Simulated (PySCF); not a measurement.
Sn(OMe)(SiH3) (CH6OSiSn), SMILES C[O][Sn][SiH3] (connectivity only; charge and spin as stated), neutral, multiplicity 1. Geometry optimised at PBE0-D3(BJ)/def2-SVP. The structure was generated by enumeration; whether it is a known compound was not checked. The def2 effective core potentials stand for the cores of Sn; spin–orbit coupling is left out. One conformer was computed; it need not be the lowest.

Level of theory: PBE0-D3(BJ)/def2-SVP in PySCF.

Harmonic wavenumbers (cm⁻¹): 84, 111, 119, 140, 241, 263, 337, 414, 520, 836, 926, 937, 1157, 1168, 1189, 1457, 1464, 1473, 2177, 2191, 2195, 2984, 3066, 3084. Rotational constants (GHz): 2.881, 2.419, 1.347; symmetry number 1.

Work out the zero-point energy and the ideal-gas rigid-rotor harmonic-oscillator thermochemistry at 298.15 K and 1 atm.

ZPE = ½ Σ hcν = ½ × 28531 cm⁻¹ = 40.79 kcal/mol. H − E(el) = 46.25 kcal/mol. Entropy in cal/(mol K): translation 41.48, rotation 27.93, vibration 19.78, total 89.20. G − E(el) = 19.66 kcal/mol. Cp = 25.92 cal/(mol K). Modes under 150 cm⁻¹ make the vibrational entropy uncertain.
